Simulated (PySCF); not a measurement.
Computed shifts of a molecule C3H5FSi, PBE/pcSseg-1 (PySCF), GIAO, gas phase, atoms alike by connectivity averaged where their shifts nearly agree, in ppm (number of nuclei): ¹⁹F: -212.2 (1). ¹³C: 226.3 (1), 140.0 (1), 105.2 (1). ²⁹Si: -71.1 (1). ¹H: 7.82 (1), 6.63 (1), 4.63 (3). References: ¹⁹F against CFCl3 (σ = 133.6 ppm); ¹³C against TMS (σ = 182.0 ppm); ²⁹Si against TMS (σ = 335.4 ppm); ¹H against TMS (σ = 31.49 ppm), references at their B3LYP-D3(BJ)/def2-TZVP geometries, non-relativistic. Geometry: B3LYP-D3(BJ)/def2-SVP. The values are those of a single conformer.

Problem. Identify the compound among the candidates.
A) FC1=C[SiH2]C1
B) C#C[C@@H](F)[SiH3]
C) C#C[Si@H](C)F
D) FC=C=C[SiH3]

Solution. D, FC=C=C[SiH3]
